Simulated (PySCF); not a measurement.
# Electron correlation in Cl⁺ (chlorine, charge +1)

[Ne] 3s2 3p3 4s1, high-spin 5S determinant (an excited configuration). All numbers are calculated (PySCF 2.14, the non-relativistic Hamiltonian (point nucleus), in aug-cc-pwCVTZ (8s7p5d3f, 75 functions)). Frozen: 1s2; 14 electrons correlated.

```json
{"level": "CCSD", "correlation energy (mhartree)": "-403.88"}
{"level": "(T)", "correlation energy (mhartree)": "-7.17"}
{"level": "CCSD(T)", "correlation energy (mhartree)": "-411.05"}
```

Diagnostics: T1 = 0.0061, D1 = 0.0295, largest double amplitude 0.049.

The outer electron is Rydberg-like, and this basis confines it to a smaller radius and binds it less than a complete one would.

Cost of the coupled-cluster step: roughly 40 core-seconds, for 14 correlated electrons.

Iterations:

```
CC2 = 0
CCSD nocc = (np.int64(9), np.int64(5)), nmo = (74, 74)
frozen orbitals [[0], [0]]
max_cycle = 100
direct = 0
conv_tol = 1e-08
conv_tol_normt = 1e-06
diis_space = 8
diis_start_cycle = 0
Init t2, MP2 energy = -0.387317646326527
Init E_corr(UCCSD) = -0.38731764632846
cycle = 1  E_corr(UCCSD) = -0.399454179115647  dE = -0.0121365328  norm(t1,t2) = 0.0382398
cycle = 2  E_corr(UCCSD) = -0.402831068383549  dE = -0.00337688927  norm(t1,t2) = 0.0106975
cycle = 3  E_corr(UCCSD) = -0.403904093953944  dE = -0.00107302557  norm(t1,t2) = 0.00384407
cycle = 4  E_corr(UCCSD) = -0.403887662445355  dE = 1.64315086e-05  norm(t1,t2) = 0.000355897
cycle = 5  E_corr(UCCSD) = -0.403877105224899  dE = 1.05572205e-05  norm(t1,t2) = 9.04285e-05
cycle = 6  E_corr(UCCSD) = -0.403878160656605  dE = -1.05543171e-06  norm(t1,t2) = 1.48685e-05
cycle = 7  E_corr(UCCSD) = -0.40387836850584  dE = -2.07849235e-07  norm(t1,t2) = 3.37752e-06
cycle = 8  E_corr(UCCSD) = -0.403878307862518  dE = 6.06433222e-08  norm(t1,t2) = 6.84872e-07
cycle = 9  E_corr(UCCSD) = -0.403878322362534  dE = -1.45000164e-08  norm(t1,t2) = 1.35956e-07
cycle = 10  E_corr(UCCSD) = -0.403878321677098  dE = 6.85436208e-10  norm(t1,t2) = 2.45721e-08
UCCSD converged
E(UCCSD) = -458.9919564420608  E_corr = -0.4038783216770981
UCCSD(T) correction = -0.00717332704958217
```
